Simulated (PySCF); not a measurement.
# Frontier levels across methods

Species: CH6B2FN.
Structure used (PBE0-D3(BJ)/def2-SVP), in Å, numbered top down from 1:
```xyz
11
CH6B2FN angstrom
B     -1.928   -0.032    0.208
N     -0.595   -0.336    0.449
C      0.499   -0.276   -0.492
B      1.776    0.494   -0.019
F      1.842    0.953    1.220
H     -2.262    0.299   -0.908
H     -2.717   -0.105    1.122
H     -0.313   -0.583    1.391
H      0.151    0.177   -1.436
H      0.843   -1.289   -0.798
H      2.740    0.665   -0.732
```

Basis pcSseg-2 throughout (PySCF), one geometry. One conformer (not necessarily the lowest) at the PBE0-D3(BJ)/def2-SVP geometry, without solvent, vibrations or thermal averaging.

**Question.** How do the orbital energies, the gap and the dipole change with the method?

**Answer.** 
| method | kind | HOMO (eV) | LUMO (eV) | gap (eV) | μ (D) | SCF cycles |
| --- | --- | --- | --- | --- | --- | --- |
| BLYP | GGA | -6.45 | -1.77 | 4.68 | 1.85 | 14 |
| OPBE | GGA | -6.52 | -1.67 | 4.86 | 1.81 | 15 |
| B97-D | GGA | -6.53 | -1.67 | 4.86 | 1.81 | 14 |
| PBE | GGA | -6.58 | -1.89 | 4.69 | 1.85 | 14 |
| KT3 | GGA | -6.62 | -1.80 | 4.83 | 1.77 | 16 |
| KT2 | GGA | -6.63 | -1.88 | 4.75 | 1.79 | 15 |
| BP86 | GGA | -6.68 | -1.93 | 4.74 | 1.85 | 14 |
| LDA | LDA | -6.75 | -2.18 | 4.57 | 1.89 | 14 |
| B97-2 | global hybrid | -7.57 | -0.81 | 6.77 | 1.78 | 13 |
| B3LYP | global hybrid | -7.63 | -1.10 | 6.53 | 1.82 | 12 |
| PBE0 | global hybrid | -7.85 | -0.82 | 7.02 | 1.81 | 13 |
| mPW1PW91 | global hybrid | -7.87 | -0.83 | 7.04 | 1.80 | 12 |
| BHandHLYP | global hybrid | -9.03 | 0.19 | 9.22 | 1.77 | 12 |
| CAM-B3LYP | range-separated hybrid | -9.24 | 0.24 | 9.49 | 1.81 | 12 |
| wB97X-D | range-separated hybrid | -9.71 | 1.09 | 10.80 | 1.80 | 13 |
| LC-wPBE | range-separated hybrid | -10.62 | 1.49 | 12.11 | 1.80 | 13 |
| HF | Hartree–Fock | -10.90 | 2.35 | 13.25 | 1.69 | 10 |

The HOMO spans 4.45 eV, from BLYP down to HF, and the gap runs from 4.57 eV (LDA) to 13.25 eV (HF). Over the methods BLYP (0 %), OPBE (0 %), B97-D (0 %), PBE (0 %), KT3 (0 %), KT2 (0 %), BP86 (0 %), LDA (0 %), B97-2 (21 %), B3LYP (20 %), PBE0 (25 %), mPW1PW91 (25 %), BHandHLYP (50 %), HF (100 %), a straight line through the gap against the share of exact exchange rises by 0.86 eV for each 10 % (correlation coefficient 0.999). The dipole ranges from 1.69 D (HF) to 1.89 D (LDA). This basis has no diffuse functions.
